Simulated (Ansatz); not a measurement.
Relaxation of Li₆H₇⁻ with RKS PBE0-D4/def2-TZVPD.

```sh
$ ansatz run in.yaml --threads 4 --pin off --events-out ev --progress --plain --max-ram 3916MiB
```

```yaml
crystal:
  periodic: [false, false, false]
  atoms:
    - {symbol: Li, position_ang: [1.561540, -1.712540, -1.192000]}
    - {symbol: Li, position_ang: [1.459800, 0.702460, 0.399240]}
    - {symbol: Li, position_ang: [-0.949060, 1.123160, 1.447700]}
    - {symbol: Li, position_ang: [-0.041350, 2.314090, -0.771660]}
    - {symbol: Li, position_ang: [-0.490560, -0.038450, -1.176570]}
    - {symbol: Li, position_ang: [-1.483110, -1.495040, 1.117790]}
    - {symbol: H, position_ang: [0.890060, 2.489710, 0.337300]}
    - {symbol: H, position_ang: [0.784940, -0.444210, 0.893090]}
    - {symbol: H, position_ang: [2.609810, -2.447110, -1.829080]}
    - {symbol: H, position_ang: [0.774300, 0.480790, -1.850750]}
    - {symbol: H, position_ang: [-1.602280, 0.823300, -0.664950]}
    - {symbol: H, position_ang: [-1.728220, -2.850650, 0.701840]}
    - {symbol: H, position_ang: [-1.785850, 1.054490, 2.588020]}
basis:
  gaussian: {orbitals: def2-TZVPD}
total_charge: -1
hamiltonian: {xc: pbe0, dispersion: d4}
scf: {lower_state_search: "off"}
output: {orbitals: {seedname: orbitals}}
relax: {f_tol: 0.02, max_steps: 100}
```

Hardware: 4 threads of Arm Neoverse V2 on a shared host. Wall time 44 s.

Positions (Å) and forces (eV/Å) at steps 1, 2, 3, 4, 5, 6, 7, 8, 9, 10, 11, 12, 13, 14, 15, 16, 17, 18, 19, 20, 21, 22 of 25:

```xyz
13
step=1 energy=-1337.2193 eV
Li    1.562   -1.713   -1.192   -1.100    0.934    0.756
Li    1.460    0.702    0.399    1.262    2.032   -0.928
Li   -0.949    1.123    1.448    1.174    0.397   -1.677
Li   -0.041    2.314   -0.772   -1.157   -0.410   -1.677
Li   -0.491   -0.038   -1.177   -0.307   -1.297   -0.125
Li   -1.483   -1.495    1.118    0.318    1.640    0.937
H     0.890    2.490    0.337    0.800   -0.307    1.393
H     0.785   -0.444    0.893   -1.587   -1.663    0.215
H     2.610   -2.447   -1.829    1.283   -0.895   -0.702
H     0.774    0.481   -1.851    0.999    0.353    0.145
H    -1.602    0.823   -0.665   -0.362    1.103    0.928
H    -1.728   -2.851    0.702   -0.220   -1.421   -0.722
H    -1.786    1.054    2.588   -1.104   -0.466    1.455
13
step=2 energy=-1338.7500 eV
Li    1.557   -1.672   -1.165   -0.359    0.285    0.354
Li    1.509    0.762    0.320    0.496    0.833   -0.474
Li   -0.905    1.179    1.380    0.581    0.403   -0.812
Li   -0.089    2.259   -0.890   -0.436   -0.374   -0.682
Li   -0.534   -0.112   -1.171   -0.327   -0.687    0.138
Li   -1.469   -1.428    1.222    0.132    0.744    0.739
H     0.847    2.407    0.384    0.194   -0.080    0.664
H     0.638   -0.463    0.770   -0.846   -0.727   -0.082
H     2.672   -2.482   -1.845    0.579   -0.395   -0.289
H     0.863    0.487   -1.735    0.453    0.293    0.096
H    -1.553    0.943   -0.521    0.035    0.694    0.282
H    -1.725   -2.853    0.642   -0.071   -0.439   -0.492
H    -1.812    0.973    2.607   -0.430   -0.551    0.558
13
step=3 energy=-1339.5575 eV
Li    1.568   -1.682   -1.122   -0.058    0.012    0.167
Li    1.524    0.812    0.254    0.099    0.134   -0.266
Li   -0.854    1.268    1.301    0.093    0.191   -0.129
Li   -0.113    2.185   -0.961   -0.049   -0.195   -0.313
Li   -0.581   -0.204   -1.127   -0.283   -0.256    0.365
Li   -1.457   -1.356    1.403    0.028    0.320    0.433
H     0.810    2.386    0.458   -0.088    0.000    0.249
H     0.512   -0.506    0.681   -0.255   -0.172   -0.197
H     2.742   -2.526   -1.863    0.183   -0.087   -0.047
H     0.880    0.534   -1.687    0.174    0.139    0.091
H    -1.509    1.087   -0.499    0.101    0.311   -0.038
H    -1.712   -2.800    0.561    0.025    0.161   -0.257
H    -1.809    0.805    2.599    0.030   -0.557   -0.056
13
step=4 energy=-1339.9098 eV
Li    1.565   -1.697   -1.079   -0.002   -0.068    0.091
Li    1.531    0.832    0.201   -0.030   -0.051   -0.171
Li   -0.840    1.317    1.268   -0.049    0.023    0.045
Li   -0.106    2.146   -1.018    0.066   -0.101   -0.198
Li   -0.620   -0.254   -1.038   -0.259   -0.180    0.423
Li   -1.456   -1.283    1.517    0.085    0.264    0.155
H     0.770    2.373    0.493   -0.093    0.018    0.102
H     0.477   -0.530    0.626   -0.117   -0.030   -0.095
H     2.772   -2.532   -1.859    0.075   -0.001    0.035
H     0.878    0.538   -1.656    0.084    0.114    0.043
H    -1.493    1.174   -0.513    0.027    0.131   -0.054
H    -1.697   -2.699    0.501    0.060    0.365   -0.153
H    -1.780    0.615    2.558    0.155   -0.482   -0.223
13
step=5 energy=-1340.1851 eV
Li    1.556   -1.723   -1.046   -0.016   -0.083    0.039
Li    1.519    0.823    0.159   -0.070   -0.065   -0.081
Li   -0.840    1.338    1.256   -0.079   -0.007    0.086
Li   -0.096    2.114   -1.065    0.065   -0.067   -0.114
Li   -0.667   -0.302   -0.923   -0.267   -0.159    0.270
Li   -1.415   -1.186    1.556    0.071    0.006    0.075
H     0.740    2.362    0.508   -0.049    0.009    0.028
H     0.446   -0.539    0.617    0.034    0.050   -0.019
H     2.797   -2.530   -1.839    0.034    0.028    0.080
H     0.860    0.542   -1.636    0.046    0.032    0.030
H    -1.492    1.224   -0.521   -0.027    0.030   -0.005
H    -1.672   -2.556    0.435    0.092    0.428   -0.202
H    -1.736    0.435    2.498    0.165   -0.203   -0.186
13
step=6 energy=-1340.3621 eV
Li    1.537   -1.750   -1.031   -0.052   -0.022    0.036
Li    1.507    0.816    0.139   -0.063   -0.062   -0.046
Li   -0.849    1.349    1.261   -0.034   -0.015    0.011
Li   -0.092    2.084   -1.091    0.009   -0.092   -0.054
Li   -0.731   -0.347   -0.848   -0.251   -0.204    0.230
Li   -1.379   -1.180    1.599    0.132   -0.049   -0.060
H     0.723    2.359    0.506   -0.021    0.015    0.000
H     0.452   -0.531    0.620    0.075    0.017    0.085
H     2.814   -2.521   -1.806    0.032    0.007    0.088
H     0.846    0.522   -1.618    0.022    0.006   -0.019
H    -1.502    1.234   -0.515   -0.038    0.038    0.008
H    -1.634   -2.402    0.322    0.106    0.421   -0.261
H    -1.691    0.368    2.461    0.082   -0.062   -0.018
13
step=7 energy=-1340.5321 eV
Li    1.518   -1.752   -1.020   -0.049   -0.003    0.001
Li    1.491    0.803    0.123   -0.023   -0.030   -0.015
Li   -0.854    1.345    1.260   -0.004    0.041    0.009
Li   -0.098    2.048   -1.107   -0.027   -0.089   -0.033
Li   -0.795   -0.404   -0.772   -0.233   -0.196    0.121
Li   -1.331   -1.172    1.598    0.149   -0.088   -0.051
H     0.715    2.357    0.501   -0.021   -0.007   -0.026
H     0.471   -0.534    0.652    0.048    0.014    0.112
H     2.822   -2.519   -1.768    0.020    0.000    0.099
H     0.836    0.506   -1.617    0.006   -0.042    0.004
H    -1.518    1.236   -0.507   -0.029   -0.002    0.035
H    -1.593   -2.253    0.197    0.115    0.434   -0.276
H    -1.664    0.340    2.460    0.047   -0.030    0.021
13
step=8 energy=-1340.6745 eV
Li    1.499   -1.747   -1.026   -0.049    0.040   -0.003
Li    1.484    0.793    0.120   -0.030   -0.025   -0.004
Li   -0.856    1.357    1.269    0.007   -0.008   -0.023
Li   -0.110    2.011   -1.118   -0.040   -0.109   -0.007
Li   -0.862   -0.464   -0.734   -0.146   -0.014    0.074
Li   -1.274   -1.182    1.599    0.160   -0.009   -0.065
H     0.709    2.353    0.488   -0.016    0.002   -0.028
H     0.478   -0.527    0.685    0.048   -0.028    0.112
H     2.828   -2.522   -1.729    0.008   -0.009    0.102
H     0.832    0.481   -1.608    0.004   -0.066   -0.014
H    -1.530    1.223   -0.489   -0.036   -0.003    0.016
H    -1.551   -2.101    0.083    0.063    0.276   -0.207
H    -1.646    0.322    2.461    0.027   -0.045    0.048
13
step=9 energy=-1340.7644 eV
Li    1.464   -1.706   -1.029   -0.115    0.157    0.049
Li    1.467    0.774    0.119    0.059   -0.082    0.006
Li   -0.855    1.344    1.266   -0.030    0.052    0.066
Li   -0.133    1.947   -1.133   -0.010    0.026   -0.026
Li   -0.923   -0.444   -0.709    0.031    0.093   -0.163
Li   -1.170   -1.179    1.571    0.117   -0.083   -0.055
H     0.694    2.348    0.464   -0.019   -0.058   -0.052
H     0.511   -0.553    0.741    0.031    0.013   -0.025
H     2.822   -2.526   -1.642   -0.061    0.044    0.122
H     0.836    0.427   -1.613   -0.065   -0.089    0.071
H    -1.576    1.238   -0.474    0.035   -0.024    0.008
H    -1.524   -1.951   -0.044   -0.026   -0.027    0.017
H    -1.613    0.281    2.483    0.052   -0.023   -0.019
13
step=10 energy=-1340.8479 eV
Li    1.355   -1.584   -0.970   -0.073   -0.048    0.040
Li    1.491    0.748    0.110    0.033   -0.036    0.045
Li   -0.852    1.351    1.279   -0.018   -0.032   -0.015
Li   -0.129    1.923   -1.151   -0.012    0.001    0.030
Li   -0.949   -0.420   -0.762    0.007    0.208   -0.136
Li   -1.046   -1.214    1.513    0.040   -0.020   -0.027
H     0.690    2.308    0.429    0.052    0.011   -0.021
H     0.544   -0.566    0.723    0.046   -0.031    0.001
H     2.733   -2.454   -1.483   -0.037    0.083    0.105
H     0.783    0.343   -1.571   -0.059    0.022   -0.063
H    -1.569    1.243   -0.467   -0.021    0.041   -0.024
H    -1.512   -1.894   -0.120   -0.007   -0.182    0.075
H    -1.542    0.219    2.470    0.048   -0.018   -0.011
13
step=11 energy=-1340.9189 eV
Li    1.226   -1.585   -0.890   -0.057   -0.121    0.047
Li    1.505    0.720    0.099    0.104   -0.050   -0.041
Li   -0.846    1.329    1.259    0.003   -0.001    0.040
Li   -0.132    1.939   -1.141    0.045    0.039   -0.022
Li   -0.990   -0.360   -0.814   -0.076    0.000   -0.088
Li   -0.965   -1.254    1.467    0.042   -0.009    0.033
H     0.734    2.300    0.411   -0.021   -0.026    0.002
H     0.589   -0.602    0.715   -0.014    0.042   -0.010
H     2.677   -2.368   -1.317    0.002    0.068    0.075
H     0.726    0.341   -1.602   -0.112    0.051    0.011
H    -1.601    1.294   -0.484    0.000    0.036    0.033
H    -1.465   -1.918   -0.155    0.084   -0.017   -0.044
H    -1.460    0.162    2.453    0.002   -0.011   -0.035
13
step=12 energy=-1341.0131 eV
Li    1.083   -1.654   -0.794   -0.100   -0.096    0.033
Li    1.564    0.683    0.038   -0.005   -0.113   -0.092
Li   -0.822    1.313    1.268    0.086   -0.036   -0.043
Li   -0.122    1.967   -1.133   -0.002   -0.021    0.042
Li   -1.064   -0.310   -0.880   -0.016    0.002   -0.013
Li   -0.881   -1.277    1.429    0.021    0.048    0.026
H     0.761    2.255    0.407    0.046    0.040    0.008
H     0.606   -0.582    0.691   -0.013    0.051    0.110
H     2.648   -2.271   -1.149   -0.028    0.094    0.070
H     0.609    0.345   -1.616   -0.012    0.048   -0.068
H    -1.609    1.354   -0.465   -0.072    0.029    0.027
H    -1.344   -1.938   -0.220    0.130   -0.005   -0.093
H    -1.429    0.114    2.423   -0.034   -0.042   -0.006
13
step=13 energy=-1341.1294 eV
Li    0.930   -1.726   -0.697   -0.002   -0.079   -0.018
Li    1.592    0.620   -0.038    0.037   -0.153   -0.139
Li   -0.757    1.280    1.269    0.095   -0.063   -0.018
Li   -0.132    1.977   -1.109    0.017    0.010    0.018
Li   -1.110   -0.272   -0.927    0.006   -0.007   -0.022
Li   -0.837   -1.285    1.407   -0.045    0.058    0.056
H     0.824    2.231    0.392    0.012    0.014   -0.012
H     0.617   -0.560    0.741   -0.022    0.131    0.059
H     2.600   -2.149   -1.022   -0.107    0.132    0.086
H     0.537    0.366   -1.677   -0.042    0.034    0.034
H    -1.642    1.389   -0.432   -0.011   -0.002    0.023
H    -1.179   -1.953   -0.303    0.112   -0.006   -0.060
H    -1.443    0.082    2.396   -0.047   -0.068   -0.006
13
step=14 energy=-1341.2253 eV
Li    0.821   -1.782   -0.643    0.192    0.048   -0.032
Li    1.636    0.547   -0.143    0.013   -0.221   -0.116
Li   -0.669    1.218    1.273    0.100   -0.063   -0.024
Li   -0.132    1.985   -1.092    0.020   -0.006    0.051
Li   -1.137   -0.255   -0.956    0.058   -0.001    0.018
Li   -0.837   -1.281    1.405   -0.078    0.025    0.040
H     0.887    2.191    0.370    0.033    0.036   -0.036
H     0.582   -0.495    0.760   -0.063    0.114    0.023
H     2.560   -1.995   -0.908   -0.136    0.187    0.091
H     0.477    0.380   -1.701   -0.027    0.010   -0.029
H    -1.647    1.401   -0.396    0.004   -0.022    0.004
H    -1.053   -1.968   -0.356   -0.094   -0.035    0.005
H    -1.488    0.053    2.386   -0.025   -0.073    0.004
13
step=15 energy=-1341.3253 eV
Li    0.801   -1.787   -0.624    0.096    0.039   -0.014
Li    1.653    0.462   -0.221    0.100   -0.174   -0.088
Li   -0.599    1.173    1.277    0.053   -0.049   -0.014
Li   -0.119    1.979   -1.072    0.019   -0.007    0.020
Li   -1.121   -0.259   -0.950    0.012    0.044    0.024
Li   -0.873   -1.291    1.410   -0.093    0.020    0.005
H     0.953    2.165    0.343    0.034    0.009   -0.031
H     0.519   -0.444    0.764   -0.072    0.028   -0.076
H     2.542   -1.818   -0.829   -0.093    0.257    0.098
H     0.450    0.386   -1.745   -0.018   -0.054   -0.007
H    -1.634    1.389   -0.376    0.025   -0.010    0.020
H    -1.062   -1.987   -0.364   -0.055   -0.055    0.023
H    -1.509    0.032    2.387   -0.009   -0.046    0.040
13
step=16 energy=-1341.4273 eV
Li    0.787   -1.785   -0.629    0.015    0.083   -0.001
Li    1.697    0.388   -0.269    0.077   -0.152   -0.051
Li   -0.558    1.140    1.278    0.038    0.013   -0.006
Li   -0.097    1.959   -1.065    0.042   -0.035    0.023
Li   -1.122   -0.258   -0.938    0.032    0.024    0.032
Li   -0.917   -1.289    1.406   -0.054   -0.022   -0.017
H     0.996    2.143    0.323    0.057   -0.006   -0.015
H     0.459   -0.421    0.726   -0.073   -0.017   -0.076
H     2.523   -1.631   -0.766   -0.054    0.272    0.100
H     0.440    0.354   -1.753   -0.040   -0.064   -0.054
H    -1.620    1.390   -0.361    0.014   -0.013    0.023
H    -1.075   -2.008   -0.364   -0.059   -0.067    0.007
H    -1.513    0.019    2.412    0.005   -0.015    0.037
13
step=17 energy=-1341.5108 eV
Li    0.769   -1.763   -0.636    0.009    0.065   -0.019
Li    1.735    0.319   -0.301    0.034    0.001    0.006
Li   -0.529    1.130    1.280    0.013    0.014    0.012
Li   -0.067    1.931   -1.054    0.035   -0.044   -0.004
Li   -1.116   -0.258   -0.920   -0.006   -0.002    0.023
Li   -0.952   -1.295    1.400   -0.048   -0.021   -0.013
H     1.042    2.126    0.314    0.051   -0.037   -0.014
H     0.407   -0.415    0.689   -0.063   -0.024   -0.106
H     2.501   -1.448   -0.701   -0.026    0.144    0.070
H     0.422    0.316   -1.783   -0.029   -0.068   -0.022
H    -1.608    1.387   -0.349    0.031    0.007    0.029
H    -1.101   -2.041   -0.368   -0.017   -0.034    0.004
H    -1.504    0.010    2.430    0.017   -0.002    0.035
13
step=18 energy=-1341.5679 eV
Li    0.773   -1.634   -0.715   -0.073   -0.035   -0.072
Li    1.760    0.338   -0.252    0.053    0.073    0.086
Li   -0.534    1.119    1.304    0.011   -0.021   -0.021
Li   -0.022    1.854   -1.058    0.018   -0.050   -0.014
Li   -1.182   -0.270   -0.907    0.052    0.008    0.044
Li   -0.987   -1.319    1.380    0.018   -0.011   -0.001
H     1.155    2.072    0.254   -0.027    0.023    0.001
H     0.293   -0.384    0.594    0.004    0.060   -0.057
H     2.516   -1.302   -0.565   -0.003   -0.007    0.009
H     0.375    0.201   -1.822   -0.015   -0.030    0.020
H    -1.579    1.415   -0.317   -0.010    0.000    0.010
H    -1.123   -2.070   -0.389   -0.033   -0.001    0.013
H    -1.445   -0.019    2.494    0.004   -0.008   -0.017
13
step=19 energy=-1341.5701 eV
Li    0.740   -1.532   -0.826    0.042   -0.060   -0.024
Li    1.824    0.368   -0.148   -0.049    0.028    0.091
Li   -0.527    1.109    1.301   -0.084    0.056   -0.022
Li    0.022    1.762   -1.074   -0.054   -0.040    0.037
Li   -1.227   -0.270   -0.859   -0.049    0.017    0.037
Li   -0.907   -1.357    1.367   -0.033    0.024   -0.010
H     1.177    2.083    0.234    0.033    0.003    0.011
H     0.239   -0.308    0.477   -0.015   -0.047    0.113
H     2.490   -1.237   -0.463    0.042   -0.141   -0.033
H     0.355    0.074   -1.797   -0.044    0.125   -0.180
H    -1.570    1.448   -0.298    0.027   -0.006   -0.073
H    -1.205   -2.081   -0.388    0.124    0.060    0.043
H    -1.411   -0.059    2.473    0.060   -0.017    0.009
13
step=20 energy=-1341.6150 eV
Li    0.741   -1.460   -0.911   -0.005   -0.060   -0.002
Li    1.878    0.347    0.043   -0.032    0.040    0.086
Li   -0.605    1.139    1.299   -0.023    0.013   -0.048
Li    0.061    1.670   -1.061   -0.011   -0.041    0.024
Li   -1.279   -0.276   -0.872   -0.032    0.000    0.000
Li   -0.851   -1.354    1.367   -0.021    0.027   -0.032
H     1.217    2.075    0.249    0.023   -0.014    0.009
H     0.204   -0.254    0.449    0.068    0.011    0.004
H     2.478   -1.255   -0.442    0.020   -0.047   -0.004
H     0.248    0.048   -1.933   -0.073    0.058   -0.062
H    -1.575    1.451   -0.316    0.005    0.013   -0.019
H    -1.163   -2.066   -0.362    0.063    0.016    0.020
H    -1.352   -0.065    2.490    0.019   -0.017    0.024
13
step=21 energy=-1341.6502 eV
Li    0.744   -1.389   -0.971   -0.018   -0.023    0.008
Li    1.933    0.337    0.235   -0.060    0.008    0.047
Li   -0.655    1.157    1.289    0.007    0.000   -0.041
Li    0.104    1.568   -1.041    0.006   -0.069    0.015
Li   -1.343   -0.288   -0.895   -0.010    0.003   -0.043
Li   -0.808   -1.343    1.345   -0.010    0.033   -0.019
H     1.264    2.058    0.263    0.019   -0.006    0.023
H     0.193   -0.197    0.405    0.083    0.023   -0.046
H     2.468   -1.239   -0.411    0.014    0.007    0.013
H     0.115    0.013   -2.050   -0.068    0.024   -0.001
H    -1.579    1.450   -0.324   -0.005    0.021    0.009
H    -1.142   -2.055   -0.345    0.031   -0.003    0.012
H    -1.294   -0.071    2.499    0.011   -0.017    0.023
13
step=22 energy=-1341.6628 eV
Li    0.745   -1.329   -1.026   -0.020   -0.002    0.042
Li    1.964    0.325    0.432   -0.109   -0.032   -0.082
Li   -0.687    1.171    1.271    0.036    0.035   -0.008
Li    0.155    1.442   -1.010   -0.011   -0.019    0.006
Li   -1.415   -0.303   -0.947    0.018    0.010   -0.032
Li   -0.771   -1.308    1.313    0.003    0.001   -0.002
H     1.302    2.043    0.305   -0.001   -0.031    0.037
H     0.186   -0.139    0.332    0.075    0.016   -0.030
H     2.459   -1.210   -0.374   -0.007    0.051    0.035
H    -0.030   -0.026   -2.163    0.022    0.002    0.082
H    -1.580    1.446   -0.327   -0.021   -0.009   -0.001
H    -1.111   -2.042   -0.327   -0.023   -0.017   -0.025
H    -1.217   -0.070    2.522    0.037   -0.004   -0.022
```

The structure comes from a short search, and lower isomers may exist.
